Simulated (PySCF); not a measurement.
BrH6SbSi2. Atoms are numbered in the order given.

```xyz
10

Sb    -0.4389    -0.7999     0.0000
Br     1.9007     0.3048     0.0000
Si    -1.2696     0.8340    -1.8539
H     -0.9691     2.2420    -1.4752
H     -2.7440     0.6599    -2.0231
H     -0.5835     0.4864    -3.1298
Si    -1.2696     0.8340     1.8539
H     -0.9691     2.2420     1.4752
H     -0.5835     0.4864     3.1298
H     -2.7440     0.6599     2.0231
```

Geometry optimised at B3LYP-D3(BJ)/def2-SVP. The def2 effective core potentials stand for the cores of Sb; spin–orbit coupling is left out.

Computed with B3LYP/def2-TZVP in PySCF.

ESP charges are fitted to the potential on shells at 1.4 to 2.0 van der Waals radii. Atomic charges (e):

| atom | ESP fit | Mulliken |
|---|---|---|
| Sb1 | [?] | 0.35 |
| Br2 | [?] | -0.33 |
| Si3 | [?] | 0.08 |
| H4 | [?] | -0.02 |
| H5 | [?] | -0.04 |
| H6 | [?] | -0.03 |
| Si7 | [?] | 0.08 |
| H8 | [?] | -0.02 |
| H9 | [?] | -0.03 |
| H10 | [?] | -0.04 |

Q: Fill in the missing entries. (Estimate from the structure and the level; the computed values follow.)

A: 
- Sb1, ESP fit: 0.09
- Br2, ESP fit: -0.20
- Si3, ESP fit: 0.22
- H4, ESP fit: -0.06
- H5, ESP fit: -0.05
- H6, ESP fit: -0.05
- Si7, ESP fit: 0.22
- H8, ESP fit: -0.06
- H9, ESP fit: -0.05
- H10, ESP fit: -0.05
